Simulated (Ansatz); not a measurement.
Reaction (formal exchange of groups at the Si–N bond): `CN(C)[Si]N(C)C` + CH₄ → `C[Si]N(C)C` + dimethylamine

Isolated molecules relaxed with PBE0-D4/def2-TZVP in Ansatz; ΔE leaves out vibrations. CCSD(T)/CBS is the MP2 limit (def2-TZVPP, def2-QZVPP) plus CCSD(T) − MP2 in def2-TZVPP, frozen cores. This one scheme is used for every species. Functionals use def2-TZVPP. One conformer a species, not always the lowest.

```json
{"level": "LDA (SPW92)", "ΔE (kJ/mol)": "97.3", "difference from CCSD(T)/CBS": "3.7"}
{"level": "PBE-D4", "ΔE (kJ/mol)": "92.5", "difference from CCSD(T)/CBS": "-1.1"}
{"level": "revPBE-D4", "ΔE (kJ/mol)": "95.1", "difference from CCSD(T)/CBS": "1.5"}
{"level": "r2SCAN-D4", "ΔE (kJ/mol)": "96.4", "difference from CCSD(T)/CBS": "2.8"}
{"level": "BHLYP-D4", "ΔE (kJ/mol)": "97.8", "difference from CCSD(T)/CBS": "4.2"}
{"level": "ωB97M-V", "ΔE (kJ/mol)": "93.9", "difference from CCSD(T)/CBS": "0.3"}
{"level": "RPA@PBE/def2-TZVPP", "ΔE (kJ/mol)": "92.5", "difference from CCSD(T)/CBS": "-1.1"}
{"level": "MP2/def2-SVP", "ΔE (kJ/mol)": "100.1", "difference from CCSD(T)/CBS": "6.5"}
{"level": "HF/def2-TZVPP", "ΔE (kJ/mol)": "82.6", "difference from CCSD(T)/CBS": "-11.0"}
{"level": "SCS-MP2/def2-TZVPP", "ΔE (kJ/mol)": "97.5", "difference from CCSD(T)/CBS": "3.9"}
{"level": "CCSD(T)/CBS", "ΔE (kJ/mol)": "93.6", "difference from CCSD(T)/CBS": "0"}
```

Largest T1 diagnostic among the species: 0.014.

The D4 term adds +11.4 kJ/mol with B3LYP and +6.7 kJ/mol with PBE0; it sums over pairs of atoms, weighted by their polarisabilities, and B3LYP, whose exchange is more repulsive, gets the larger term. Leaving LDA and LC-ωPBE aside and taking each functional with its dispersion term where it has one, the values, not all of them listed here, spread over 8.4 kJ/mol, from HSE06-D4 to BLYP-D4. LDA lies +12.1 kJ/mol from PBE without D4.

B3LYP here is the variant with VWN-RPA as its local correlation; programs differ in this.
